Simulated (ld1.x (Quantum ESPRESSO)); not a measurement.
# What the settings do to the TM potential of Sn

Base potential:

tin, norm-conserving Troullier–Martins (Kleinman–Bylander form), made with ld1.x (Quantum ESPRESSO) 7.5 (PBEsol, scalar-relativistic). Core [Kr] 4d10, reference 5s2 5p0 (charge +2). Waves: 5s (bound): rc 1.50 bohr; 5p (bound, empty): rc 2.25 bohr; 5d channel at 0.25 Ry: rc 2.35 bohr. Local part: all-electron potential smoothed inside 1.60 bohr (lloc = -2). Core correction: a·sin(br)/r model core inside 0.85 bohr.

Cutoffs, loose and tight: the cutoffs (Ry, on a coarse ladder) from which the occupation-weighted sum of valence levels, in a spherical-Bessel basis at the reference potential, stays within 10 and 1 mRy of its value at 400 Ry. They do not see the model core or the augmentation charge, which bear on the density cutoff. Test errors are all-electron minus pseudo excitation energies from the reference, over the configurations 5s2 5p2; 5s2 5p1; 5s1 5p0; 5s2 5p1.5; 5s1 5p2; 5s0 5p4; 5s1 5p3. A dash means not determined; rows that change the core or the reference have their own tests. The largest error is taken over the tests solved by every variant that gives reliable tests at all: 5s0 5p4; 5s2 5p1; 5s2 5p1.5; 5s2 5p2.

A true bound ghost makes a file unfit for plane-wave use even where its test errors are small: the radial tests pick states by their node count and pass the ghost by. Where a test does run into it, the solver fails or the error is huge.

| change | outcome | cutoff, loose | cutoff, tight | bound ghosts | largest test error (meV) |
| --- | --- | --- | --- | --- | --- |
| base | generated | 40 Ry | 140 Ry | s | -64 |
| all radii but the core radius scaled by about 0.91 (s 1.36, p 2.04, d 2.14 bohr); local potential all-electron potential smoothed inside 1.46 bohr (lloc = -2) | generated | 110 Ry | 200 Ry | s | -150 |
| all radii but the core radius scaled by about 0.95 (s 1.42, p 2.14, d 2.22 bohr); local potential all-electron potential smoothed inside 1.52 bohr (lloc = -2) | generated | 45 Ry | 160 Ry | s | -98 |
| all radii but the core radius scaled by about 1.10 (s 1.66, p 2.48, d 2.60 bohr); local potential all-electron potential smoothed inside 1.76 bohr (lloc = -2) | generated | 30 Ry | 60 Ry | none | -32 |
| all radii but the core radius scaled by about 1.19 (s 1.78, p 2.68, d 2.80 bohr); local potential all-electron potential smoothed inside 1.90 bohr (lloc = -2) | generated | 21 Ry | 45 Ry | none | -37 |
| all radii but the core radius scaled by about 1.24 (s 1.86, p 2.78, d 2.90 bohr); local potential all-electron potential smoothed inside 1.98 bohr (lloc = -2) | generated | 21 Ry | 40 Ry | none | -40 |
| all radii but the core radius scaled by about 1.31 (s 1.98, p 2.96, d 3.08 bohr); local potential all-electron potential smoothed inside 2.10 bohr (lloc = -2) | generated | 21 Ry | 35 Ry | none | -45 |
| all radii but the core radius scaled by about 1.38 (s 2.08, p 3.10, d 3.24 bohr); local potential all-electron potential smoothed inside 2.22 bohr (lloc = -2) | generated | 21 Ry | 30 Ry | none | -52 |

Q: What comes out with this change to the base: all radii but the core radius scaled by about 0.84 (s 1.26, p 1.90, d 1.98 bohr); local potential all-electron potential smoothed inside 1.34 bohr (lloc = -2)?

A: outcome: generated; cutoff, loose: 160 Ry; cutoff, tight: over 300 Ry; bound ghosts: s; largest test error (meV): -251.

Q: What comes out with this change to the base: all radii but the core radius scaled by about 0.77 (s 1.16, p 1.74, d 1.82 bohr); local potential all-electron potential smoothed inside 1.24 bohr (lloc = -2)?

A: outcome: generated; cutoff, loose: over 300 Ry; cutoff, tight: over 300 Ry; bound ghosts: s, d; largest test error (meV): -360.

Reading the sweep of the scale of all radii but the core radius (base = 1) (base included, trends over the rows without a ghost): The loose cutoff falls from 30 Ry at 1.1 to 21 Ry at 1.38. A larger radius leaves more room for a smooth pseudo-wave, so fewer plane waves are needed; a smaller one forces it to follow the all-electron wave where it bends sharply. The median size of the test errors (rows with all tests solved) is not monotonic: lowest 18.1 meV at 1.19, highest 25.5 meV at 1.1. Bound ghosts are found at 0.77, 0.84, 0.91, 0.95, 1.
